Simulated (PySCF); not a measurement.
PGME (C4H10O2), SMILES COCC(C)O.

Geometry: PBE-D3(BJ)/def2-SVP. The values are those of a single conformer.

All values below come from r2SCAN/def2-TZVP (PySCF).

The molecule is in vacuum.

Computed frontier levels, gap, dipole moment and polarisability:
highest occupied level: -6.35 eV
lowest empty level: 0.97 eV
orbital gap: 7.32 eV
dipole moment: 2.30 D
quadrupole, principal values (traceless, Buckingham form, about the centre of nuclear charge): -4.85, -1.01, 5.86 D·Å
mean static polarisability: 61.8 bohr³ (9.16 Å³)
polarisability, principal values: 54.6, 58.2, 72.6 bohr³
